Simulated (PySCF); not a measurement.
## Bonding in `C=C(C)/C=C/[C@@H]1COBO1`

Species: C7H11BO2.
Atom-mapped SMILES: `[CH2:1]=[C:2]([CH3:3])/[CH:4]=[CH:5]/[C@@H:6]1[CH2:7][O:8][BH:9][O:10]1` (hydrogens: H11, H12 on C1; H13, H14, H15 on C3; H16 on C4; H17 on C5; H18 on C6; H19, H20 on C7; H21 on B9)

Cartesian coordinates in Å at the PBE0-D3(BJ)/def2-SVP level; atoms count from 1:
```xyz
21
C7H11BO2 angstrom
C      2.859   -1.881    0.399
C      2.108   -0.779    0.229
C      2.719    0.566   -0.031
C      0.651   -0.880    0.304
C     -0.217    0.130    0.140
C     -1.697   -0.029    0.194
C     -2.411    0.291   -1.147
O     -3.397    1.259   -0.833
B     -3.256    1.591    0.479
O     -2.275    0.898    1.117
H      2.397   -2.854    0.590
H      3.950   -1.844    0.354
H      2.426    1.289    0.748
H      2.378    0.977   -0.995
H      3.815    0.509   -0.051
H      0.254   -1.880    0.516
H      0.138    1.147   -0.063
H     -1.941   -1.050    0.536
H     -1.713    0.703   -1.893
H     -2.889   -0.600   -1.583
H     -3.934    2.419    1.023
```

Bond orders from the PBE0/pcSseg-1 density (PySCF). Geometry: PBE0-D3(BJ)/def2-SVP, one conformer, isolated molecule.

Problem. Where do the orders between heavy atoms depart from those drawn in the SMILES?

Solution. The largest departure is 0.226, at C4–C5 (drawn double, 1.774). Drawn single, order above 1.12: O8–B9 (1.161) and B9–O10 (1.165). Drawn single, order below 0.88: O10–C6 (0.859).

Problem. Set the Mayer orders of the bonds beside their lengths.

Solution. 
| bond | drawn as | length (Å) | Mayer order |
| --- | --- | --- | --- |
| C1–C2 | double | 1.345 | 1.895 |
| C2–C3 | single | 1.500 | 1.067 |
| C2–C4 | single | 1.462 | 1.087 |
| C4–C5 | double | 1.341 | 1.774 |
| C5–C6 | single | 1.490 | 1.005 |
| C6–C7 | single | 1.552 | 1.031 |
| C7–O8 | single | 1.417 | 0.886 |
| O8–B9 | single | 1.361 | 1.161 |
| B9–O10 | single | 1.360 | 1.165 |
| O10–C6 | single | 1.430 | 0.859 |
| C1–H11 | single | 1.093 | 0.948 |
| C1–H12 | single | 1.093 | 0.935 |
| C3–H13 | single | 1.102 | 0.940 |
| C3–H14 | single | 1.102 | 0.941 |
| C3–H15 | single | 1.098 | 0.951 |
| C4–H16 | single | 1.097 | 0.964 |
| C5–H17 | single | 1.096 | 0.944 |
| C6–H18 | single | 1.103 | 0.950 |
| C7–H19 | single | 1.103 | 0.951 |
| C7–H20 | single | 1.101 | 0.948 |
| B9–H21 | single | 1.200 | 0.981 |

Bonds between the same two heavy elements. C–C: lowest C5–C6 (1.005, 1.490 Å), highest C1–C2 (1.895, 1.345 Å); in 3 of the 15 pairs the longer bond (by over 0.003 Å) has the higher order (by 0.02 or more). C–O: lowest O10–C6 (0.859, 1.430 Å), highest C7–O8 (0.886, 1.417 Å). B–O: all 2 within 0.02 of one another (1.161 to 1.165).

Problem. Sum the orders of all bonds at each heavy atom with more than one neighbour and set the sums beside the valence in the SMILES.

Solution. C1 3.778 (drawn 4), C2 4.049 (drawn 4), C3 3.899 (drawn 4), C4 3.825 (drawn 4), C5 3.723 (drawn 4), C6 3.845 (drawn 4), C7 3.816 (drawn 4), O8 2.047 (drawn 2), B9 3.307 (drawn 3), O10 2.024 (drawn 2). Orders between atoms that aren't bonded are not in these sums.

For a closed shell the Mayer order of atoms A and B is Σ (PS)μν (PS)νμ over the basis functions μ on A and ν on B, with P the density and S the overlap matrix.

The run behind these numbers computed NMR shieldings as well. On one thread, Arm Neoverse V1 (aarch64) (shared host), this took 41 s and 1.2 GiB of memory at its peak.
